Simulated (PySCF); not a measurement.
First SCF of a structure search on singlet YbF2, at a hand-made bent geometry. PySCF input:

```python
from pyscf import gto, scf, dft
mol = gto.M(atom='''
Yb     0.000000     0.000000     0.000000
F      1.916800     0.000000     1.342200
F     -1.916800     0.000000     1.342200''',
    basis={'Yb': 'def2-SVP', 'F': 'def2-SVP'},
    ecp={'Yb': 'def2-SVP'},
    charge=0, spin=0)
mf = dft.RKS(mol, xc='PBE')
mf.grids.atom_grid = (50, 194)
mf.grids.prune = None
aux = {'Yb': 'def2-universal-JKFIT', 'F': 'def2-universal-JKFIT'}
mf = mf.density_fit(auxbasis=aux)
mf.conv_tol = 1e-08
mf.diis_space = 10
mf.max_cycle = 60
mf.verbose = 4
# dm0: spherical densities of the free atoms in this basis, scaled to the electron count
mf.diis, mf.max_cycle = scf.ADIIS(), 15
mf.kernel(dm0)
mf.diis, mf.max_cycle = True, 60
mf.kernel(mf.make_rdm1())
```

Excerpt of the output (cycles and frontier levels):

```
init E= -1358.89345533506
cycle= 1 E= -1326.14673167023  delta_E= 32.7  |g|= 17.3  |ddm|= 4.46
  HOMO = -2.02119012914795  LUMO = -1.98663321867183  gap/eV = 0.94034
cycle= 2 E= -1191.47223134434  delta_E=  135  |g|= 38.5  |ddm|=   37
cycle= 3 E= -317.633239486374  delta_E=  874  |g|= 26.4  |ddm|= 45.9
  HOMO = -1.2370902457042  LUMO = -0.914205693444413  gap/eV = 8.78614
cycle= 4 E= -1348.90210955945  delta_E= -1.03e+03  |g|= 13.6  |ddm|= 26.2
  HOMO = -0.382371188321379  LUMO = -0.236339365051847  gap/eV = 3.97373
cycle= 5 E= -1322.69950413857  delta_E= 26.2  |g|= 8.91  |ddm|= 9.22
  HOMO = -0.379724294006615  LUMO = -0.191193139770081  gap/eV = 5.13019
cycle= 6 E= -1358.8043474998  delta_E= -36.1  |g|= 1.12  |ddm|= 7.94
cycle= 7 E= -1355.66527985486  delta_E= 3.14  |g|= 6.28  |ddm|= 3.15
  HOMO = -0.157839984120672  LUMO = -0.12127453098261  gap/eV = 0.99500
cycle= 8 E= -1358.8832677116  delta_E= -3.22  |g|= 1.16  |ddm|= 2.82
cycle= 9 E= -1357.09590138311  delta_E= 1.79  |g|= 4.95  |ddm|= 2.76
  HOMO = -0.147217559025433  LUMO = -0.121668049700862  gap/eV = 0.69524
cycle= 10 E= -1358.9102732745  delta_E= -1.81  |g|= 0.617  |ddm|= 2.36
cycle= 11 E= -1357.98594931559  delta_E= 0.924  |g|= 3.73  |ddm|= 1.93
  HOMO = -0.139460095630954  LUMO = -0.116802033952065  gap/eV = 0.61656
cycle= 12 E= -1358.97490337525  delta_E= -0.989  |g|= 0.239  |ddm|= 1.88
  HOMO = -0.15633562352626  LUMO = -0.124519498193447  gap/eV = 0.86576
cycle= 13 E= -1358.96174811431  delta_E= 0.0132  |g|= 0.441  |ddm|= 0.474
  HOMO = -0.128511363181311  LUMO = -0.118534046866806  gap/eV = 0.27150
cycle= 14 E= -1358.95269386953  delta_E= 0.00905  |g|= 0.646  |ddm|= 0.698
  HOMO = -0.14943659122983  LUMO = -0.121242917805812  gap/eV = 0.76719
cycle= 15 E= -1358.98091715171  delta_E= -0.0282  |g|= 0.18  |ddm|= 0.613
SCF not converged.
init E= -1358.9809171517
cycle= 1 E= -1356.98774990809  delta_E= 1.99  |g|=  4.9  |ddm|= 2.42
  HOMO = -0.40282104696616  LUMO = -0.302084813216508  gap/eV = 2.74117
cycle= 2 E= -1310.32294030974  delta_E= 46.7  |g|= 19.7  |ddm|= 9.06
  HOMO = -0.51394470195868  LUMO = -0.114368298159793  gap/eV = 10.87303
cycle= 3 E= -1356.81898830651  delta_E= -46.5  |g|= 5.72  |ddm|= 8.76
  HOMO = -0.180642727055895  LUMO = -0.128897114898282  gap/eV = 1.40807
cycle= 4 E= -1341.53947977179  delta_E= 15.3  |g|= 9.84  |ddm|= 5.65
  HOMO = -0.226805729475063  LUMO = -0.152494727657963  gap/eV = 2.02211
cycle= 5 E= -1358.25493983579  delta_E= -16.7  |g|= 3.18  |ddm|= 4.36
  HOMO = -0.240805578424945  LUMO = -0.176401648106072  gap/eV = 1.75252
cycle= 6 E= -1358.69011491808  delta_E= -0.435  |g|= 2.03  |ddm|= 0.482
  HOMO = -0.169205727164161  LUMO = -0.119001740862327  gap/eV = 1.36612
cycle= 7 E= -1358.95844066175  delta_E= -0.268  |g|= 0.571  |ddm|= 0.845
  HOMO = -0.131027368509776  LUMO = -0.119574338118417  gap/eV = 0.31165
cycle= 8 E= -1358.97304322024  delta_E= -0.0146  |g|= 0.272  |ddm|= 0.548
  HOMO = -0.145025858609742  LUMO = -0.120531701841443  gap/eV = 0.66652
cycle= 9 E= -1358.98293258778  delta_E= -0.00989  |g|= 0.0736  |ddm|= 0.25
  HOMO = -0.141568887587431  LUMO = -0.119929735467273  gap/eV = 0.58883
cycle= 10 E= -1358.98325271008  delta_E= -0.00032  |g|= 0.00885  |ddm|= 0.0494
  HOMO = -0.141538885232478  LUMO = -0.120241723928776  gap/eV = 0.57953
cycle= 11 E= -1358.98326410214  delta_E= -1.14e-05  |g|= 0.00137  |ddm|= 0.00754
  HOMO = -0.141512850393259  LUMO = -0.120209058914872  gap/eV = 0.57971
cycle= 12 E= -1358.98326450501  delta_E= -4.03e-07  |g|= 0.000321  |ddm|= 0.00185
  HOMO = -0.14153793243732  LUMO = -0.120218982109269  gap/eV = 0.58012
cycle= 13 E= -1358.98326452162  delta_E= -1.66e-08  |g|= 0.000219  |ddm|= 0.000493
  HOMO = -0.141524942628679  LUMO = -0.120215991995537  gap/eV = 0.57985
cycle= 14 E= -1358.98326452501  delta_E= -3.39e-09  |g|= 4.22e-05  |ddm|= 0.000248
  HOMO = -0.141540902260365  LUMO = -0.12021779561925  gap/eV = 0.58023
Extra cycle  E= -1358.9832645177  delta_E= 7.31e-09  |g|= 0.000351  |ddm|= 0.000323
converged SCF energy = -1358.9832645177
```

No lower solution of this spin was found from smeared starts or by a stability analysis within the restricted form, which does not test spin polarisation.

At the minimum of this search the closed-shell solution is unstable towards spin polarisation, so a lower open-shell solution exists.

The search for the lowest solution, 3 starts and the stability check together, took 51 s on 2 threads of a shared Arm Neoverse V1 host, with 109 basis functions; the process peaked at 0.52 GiB.
